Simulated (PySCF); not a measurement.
C3H4F3NO.
Z-matrix (Å and degrees, GFN2-xTB geometry), rows numbered from 1:
```
C 
N   1  1.2525
C   2  1.4018  1  124.96
O   3  1.4602  2  117.13  1    -3.62
C   4  1.3142  3  116.07  2   -91.87
F   5  1.3278  4  109.88  3   178.29
F   5  1.3475  4  114.48  3    58.22
F   5  1.3478  4  113.50  3   -62.03
H   1  1.0792  2  117.39  3  -179.56
H   1  1.0903  2  125.17  3     0.54
H   3  1.0960  2  108.48  1  -127.98
H   3  1.0945  2  108.39  1   114.03
```

Theory: TDDFT CAM-B3LYP/def2-SVPD, vertical, gas phase, core orbitals frozen in the response in PySCF.

```csv
state,λ (nm),E (eV),f,|μ| (D),"main configurations (H = HOMO, L = LUMO)"
S1,239.0,5.19,0.0016,0.29,H→L (97%)
S2,160.2,7.74,0.0097,0.57,H→L+1 (86%)
S3,151.5,8.18,0.284,3.03,H-1→L (91%)
S4,145.5,8.52,0.055,1.30,H→L+2 (92%)
S5,140.8,8.80,0.0018,0.23,H-2→L (95%)
S6,138.2,8.97,0.062,1.35,"H→L+3 (43%), H-1→L+1 (30%), H→L+4 (8%)"
S7,137.1,9.04,0.011,0.56,"H-1→L+1 (59%), H→L+3 (18%)"
S8,132.2,9.38,0.0017,0.22,"H→L+4 (66%), H→L+3 (12%)"
```

Triplets (Tamm–Dancoff): T1 4.39 eV, H→L (95%); T2 5.03 eV, H-1→L (89%); T3 7.64 eV, H→L+1 (85%).

The lowest singlet comes at 239 nm (501 kJ/mol) in the ultraviolet; it is very weak; its leading configuration is HOMO→LUMO (97%). The most intense listed level is S3 at 8.18 eV (152 nm, f = 0.284), 3.00 eV above S1. Löwdin shares by element: HOMO nitrogen 57%, carbon 22% or more, oxygen 8%; LUMO carbon 37% or more, nitrogen 33%, hydrogen 16% or more. Orbital energies (eV): HOMO-3 -13.13, HOMO-2 -11.93, HOMO-1 -10.87, HOMO -9.57, LUMO 0.27, LUMO+1 1.19, LUMO+2 1.87. The listed states span 4.19 eV, and the widest gap between neighbours is 2.55 eV (S1 to S2). Of the 8 states listed, 4 reach f = 0.01 and none stays under 0.0005. No computed singlet lies in the visible range (380 to 750 nm); the lowest, at 239 nm, stands 1.93 eV above its violet end (3.26 eV). Only the lowest 8 singlets were computed, as vertical energies without vibronic structure.

On one thread, Arm Neoverse N1 (shared host), this took 67 s wall.

One conformer stands for the species.
